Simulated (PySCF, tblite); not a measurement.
Isomers of C5H7N2O (doublet state), one GFN2-xTB conformer each. Single-point energies are computed at B3LYP/pcH-1 (PySCF, gas phase, no added dispersion term), electronic only. GFN2-xTB treats the open shell by occupation alone, and not every SCF solution was tested for stability.

```csv
SMILES,GFN2-xTB relative energy (kcal/mol)
CNC(=O)[C](C)C#N,6.2
C[C](C)c1ncno1,0.0
[CH2]C[C@H](C#N)C(N)=O,32.8
C[N]C(=O)[C@@H](C)C#N,26.2
[CH2]NC(=O)[C@H](C)C#N,18.6
```

Conformers: `[CH3:1][NH:2][C:3](=[O:4])[C:5]([CH3:6])[C:7]#[N:8]` (doublet state) with C1–N2–C3–O4 -1°, N2–C3–C5–C6 179°; `[CH3:1][C:2]([CH3:3])[c:4]1[n:5][cH:6][n:7][o:8]1` (doublet state) with C1–C2–C4–N5 0°; `[CH2:1][CH2:2][C@H:3]([C:4]#[N:5])[C:6]([NH2:7])=[O:8]` (doublet state) with H–C1–C2–C3 -78° and 91°, C1–C2–C3–C4 -63°, C2–C3–C6–N7 88°, C3–C6–N7–H 11° and 179°; `[CH3:1][N:2][C:3](=[O:4])[C@@H:5]([CH3:6])[C:7]#[N:8]` (doublet state) with C1–N2–C3–O4 -12°, N2–C3–C5–C6 154°; `[CH2:1][NH:2][C:3](=[O:4])[C@H:5]([CH3:6])[C:7]#[N:8]` (doublet state) with H–C1–N2–C3 -178° and 1°, C1–N2–C3–O4 0°, N2–C3–C5–C6 82°.

Q: What does B3LYP/pcH-1 give for the same structures?

A: 
| SMILES | B3LYP/pcH-1 E (Eh) | B3LYP/pcH-1 (kcal/mol) | GFN2-xTB (kcal/mol) | point group |
| --- | --- | --- | --- | --- |
| CNC(=O)[C](C)C#N | -379.46628 | 0.0 | 6.2 | near Cs |
| [CH2]NC(=O)[C@H](C)C#N | -379.44712 | 12.0 | 18.6 | C1 |
| [CH2]C[C@H](C#N)C(N)=O | -379.44006 | 16.5 | 32.8 | C1 |
| C[C](C)c1ncno1 | -379.42093 | 28.5 | 0.0 | Cs |
| C[N]C(=O)[C@@H](C)C#N | -379.41741 | 30.7 | 26.2 | C1 |

GFN2-xTB puts C[C](C)c1ncno1 lowest instead; measured from each level's own lowest isomer, the values differ by up to 28.5 kcal/mol (C[C](C)c1ncno1: 0.0 against 28.5). As drawn, the lowest has an N–H bond, which the highest lacks. Neighbours under 5.0 kcal/mol apart ([CH2]NC(=O)[C@H](C)C#N and [CH2]C[C@H](C#N)C(N)=O; C[C](C)c1ncno1 and C[N]C(=O)[C@@H](C)C#N) can change places with a better method, another conformer or zero-point energy.

Q: What happens when harmonic zero-point energies from GFN2-xTB frequencies are added?

A: 
| SMILES | ZPE (kcal/mol) | electronic (kcal/mol) | with ZPE (kcal/mol) |
| --- | --- | --- | --- |
| CNC(=O)[C](C)C#N | 70.5 | 0.0 | 0.0 |
| [CH2]NC(=O)[C@H](C)C#N | 70.6 | 12.0 | 12.1 |
| [CH2]C[C@H](C#N)C(N)=O | 69.9 | 16.5 | 15.8 |
| C[C](C)c1ncno1 | 71.9 | 28.5 | 29.9 |
| C[N]C(=O)[C@@H](C)C#N | 69.8 | 30.7 | 30.0 |

The zero-point energies span 2.1 kcal/mol. The order is unchanged.
